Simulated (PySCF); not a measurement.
# Electric field gradients and quadrupole coupling constants

C₆H₁₃OP.
Structure used (GFN2-xTB), in Å, numbered top down from 1:
```xyz
21
C6H13OP angstrom
C      2.2661    1.1593   -0.1995
C      1.4419   -0.1165   -0.3338
C      0.5063   -0.2731    0.8379
C     -0.7475   -1.2185    0.7451
C     -1.0002   -2.0018   -0.5174
P     -1.1042    0.5430    1.0187
C     -1.6916    1.4400   -0.4614
O     -1.5857    1.0460    2.3137
H      1.6074    2.0247   -0.1479
H      2.8631    1.1335    0.7091
H      2.9350    1.2781   -1.0487
H      0.8830   -0.0856   -1.2694
H      2.1109   -0.9814   -0.3762
H      1.0369   -0.3742    1.7827
H     -0.8694   -1.8233    1.6412
H     -1.0230   -1.3624   -1.3951
H     -0.2193   -2.7497   -0.6572
H     -1.9564   -2.5178   -0.4524
H     -1.2347    1.0766   -1.3738
H     -2.7736    1.3286   -0.5060
H     -1.4540    2.4914   -0.3099
```

Field gradients from the PBE0/pcSseg-1 density (PySCF, non-relativistic), principal values in atomic units, ordered |Vxx| ≤ |Vyy| ≤ |Vzz|:

| atom | Vxx | Vyy | Vzz |
| --- | --- | --- | --- |
| O8 | -0.4329 | -0.4905 | 0.9234 |

Task: Find the asymmetry η = (Vxx − Vyy)/Vzz and the couplings χ = eQV/h (234.96 MHz × Q in barn × V in au), with Q(17O) = −0.0256 b.

Result: 
```csv
atom,environment,nucleus,η,χzz (MHz),χxx (MHz),χyy (MHz)
O8,phosphoryl oxygen,17O,0.06,-5.55,2.60,2.95
```

The tensor is traceless: Vxx + Vyy + Vzz = 0.

Task: What is Vzz at O8 in SI units (1 au = 9.71736 × 10²¹ V/m²)?

Result: 0.9234 au = 8.973 × 10²¹ V/m².

Task: What couplings would deuterons (Q(2H) = 0.00286 b) have in place of the hydrogens, at this geometry?

Result: 
```csv
atom,bonded to,bond length (Å),Vzz (au),η,χzz (kHz)
H9,C1,1.089,0.3129,0.03,210
H10,C1,1.087,0.3144,0.02,211
H11,C1,1.088,0.3159,0.02,212
H12,C2,1.090,0.3071,0.03,206
H13,C2,1.094,0.3002,0.01,202
H14,C3,1.088,0.3136,0.08,211
H15,C4,1.088,0.3140,0.08,211
H16,C5,1.086,0.3177,0.03,213
H17,C5,1.090,0.3094,0.02,208
H18,C5,1.088,0.3132,0.02,210
H19,C7,1.083,0.3248,0.01,218
H20,C7,1.089,0.3124,0.02,210
H21,C7,1.089,0.3121,0.02,210
```

One conformer (not necessarily the lowest) at the GFN2-xTB geometry, without solvent, vibrations or thermal averaging. GFN2-xTB bond lengths can be off by several hundredths of an ångström, more for odd bonds, and the gradients follow them. The small basis limits the accuracy of the gradients.

The run behind these numbers computed NMR shieldings as well. Time: 55 s. Hardware: one thread of an Arm Neoverse V1 (shared host).
